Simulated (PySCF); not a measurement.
Ionisation energy of Mo²⁺ by level of theory

Mo²⁺ [Kr] 4d4 (5D) → Mo³⁺ [Kr] 4d3 (4F), as a difference of total energies. Computed with PySCF 2.14 in x2c-TZVPPall with one added diffuse shell each of s, p, d, f type (9s7p7d3f1g, 95 functions), with the spin-free X2C one-electron Hamiltonian (Gaussian nucleus). Correlated levels: valence: [Kr] frozen; valence and next inner shell: [Ar] 3d10 frozen. The calculations carry no spin-orbit coupling.

| method | ionisation energy (eV) |
| --- | --- |
| UHF | 26.083 |
| LDA | 27.697 |
| PBE | 27.462 |
| PBE0 | 27.359 |
| r2SCAN | 27.244 |
| LC-wPBE | 27.292 |
| PBEsol | 27.496 |
| CAM-B3LYP | 27.214 |
| M06-L | 26.870 |
| MP2 (valence) | 26.612 |
| SCS-MP2 (valence) | 26.259 |
| MP2 (valence and next inner shell) | 27.103 |
| SCS-MP2 (valence and next inner shell) | 26.771 |

**Question.** How much does correlation contribute at MP2 (valence and next inner shell)?

**Answer.** 27.103 − (26.083) = 1.020 eV, measured against UHF.

A first-order spin-orbit estimate (lowest level to lowest level, LS coupling) adds -0.070 eV.

Errors of the correlated levels include the incompleteness of this basis and the frozen core.

For comparison: 27.13 ± 0.12 eV (semi-empirical (NIST evaluation); NIST Atomic Spectra Database, ionization energies).
